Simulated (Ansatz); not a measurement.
Which isomer of C3H7BO gives these data?

These gas-phase data were calculated for one isomer of C3H7BO at B3LYP-D3(BJ)/def2-SVP (harmonic, unscaled wavenumbers; equilibrium rotational constants with average atomic masses):

| Item | Value |
| --- | --- |
| rotational constants | 8.568, 4.325, 3.09 GHz |
| all wavenumbers above 1500 cm⁻¹ | 3267, 3167, 3152, 3098, 3031, 2665, 2560, 1735 |

Candidates:

(1) `BOC(=C)C`, a singlet
(2) `C=CB(C)O`, a singlet
(3) `B1CCCO1`, a singlet

Which structure fits?

Candidate (1). No mode falls between 3300 and 4000 cm⁻¹, where the O–H stretch of (2) would stand. 2 modes lie between 2350 and 2900 cm⁻¹, one for each B–H bond, while (3) has 1.

The same quantities for all candidates:

|  | rotational constants (GHz) | wavenumbers above 1500 cm⁻¹ | E above the lowest, B3LYP-D3(BJ)/def2-SVP (kcal/mol) |
| --- | --- | --- | --- |
| (1) | 8.568, 4.325, 3.09 | 3267, 3167, 3152, 3098, 3031, 2665, 2560, 1735 | 24.5 |
| (2) | 7.778, 3.757, 2.574 | 3842, 3204, 3128, 3115, 3099, 3096, 3019, 1689 | 0.0 |
| (3) | 7.635, 6.987, 3.99 | 3109, 3102, 3096, 3047, 3036, 3014, 2630, 1502 | 3.0 |

Each candidate is one conformer. Programs: Ansatz 0.2.0.
